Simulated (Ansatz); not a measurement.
Total energies of Al3N3H12, a cluster cut from zinc blende AlN (hydrogen-capped) from Ansatz at LDA (SPW92)/def2-TZVPD, gas phase (1 Eh = 27.2114 eV = 2625.5 kJ/mol). The reference geometry is relaxed at r2SCAN-D4/def2-SVP.

| atom | x (Å) | y (Å) | z (Å) |
| --- | --- | --- | --- |
| Al1 | 0.887 | -0.615 | -1.692 |
| Al2 | -0.273 | 1.964 | 0.286 |
| Al3 | 0.067 | -1.189 | 1.612 |
| N4 | 0.222 | -1.773 | -0.255 |
| N5 | -0.863 | 0.534 | 1.491 |
| N6 | -0.085 | 1.071 | -1.450 |
| H7 | 0.364 | -1.250 | -3.067 |
| H8 | 2.434 | -0.340 | -1.435 |
| H9 | -1.501 | 2.985 | 0.147 |
| H10 | 1.167 | 2.452 | 0.757 |
| H11 | -0.941 | -2.208 | 2.329 |
| H12 | 1.532 | -0.927 | 2.178 |
| H13 | -0.653 | -2.219 | -0.549 |
| H14 | 0.886 | -2.558 | -0.226 |
| H15 | -1.871 | 0.379 | 1.383 |
| H16 | -0.790 | 0.938 | 2.434 |
| H17 | -1.002 | 1.008 | -1.906 |
| H18 | 0.420 | 1.748 | -2.037 |

```csv
state,geometry,energy (Eh)
charge 0 singlet,reference,-894.45482
charge -1 doublet,reference,-894.45361
free Al atom (doublet),–,-241.30682
free N atom (quartet),–,-54.13056
free H atom (doublet),–,-0.47838
```

Task: Work out the vertical electron affinity, to the doublet.

Result: E(charge 0 singlet) − E(charge -1 doublet) = -894.45482 − (-894.45361) = -0.00121 Eh = -0.03 eV; so near zero that its sign isn't settled.

Task: What is the binding energy per atom against free atoms?

Result: Atoms: 3 × (-241.30682) + 3 × (-54.13056) + 12 × (-0.47838) = -892.05270 Eh. Binding: -892.05270 − (-894.45482) = 2.40212 Eh = 65.37 eV, or 3.63 eV for each of 18 atoms (no zero-point energy, no counterpoise term).

At LDA (SPW92)/def2-TZVPD the highest occupied level of the charge -1 doublet lies above zero (up to 1.51 eV). Energy differences put its binding near zero (-0.03 eV; vertical, to the charge 0 singlet, at LDA (SPW92)/def2-TZVPD), which leaves it undecided. At LDA (SPW92)/def2-TZVPD the gap within one spin of the charge -1 doublet nearly closes, so an electron or hole may be smeared out by delocalisation error.
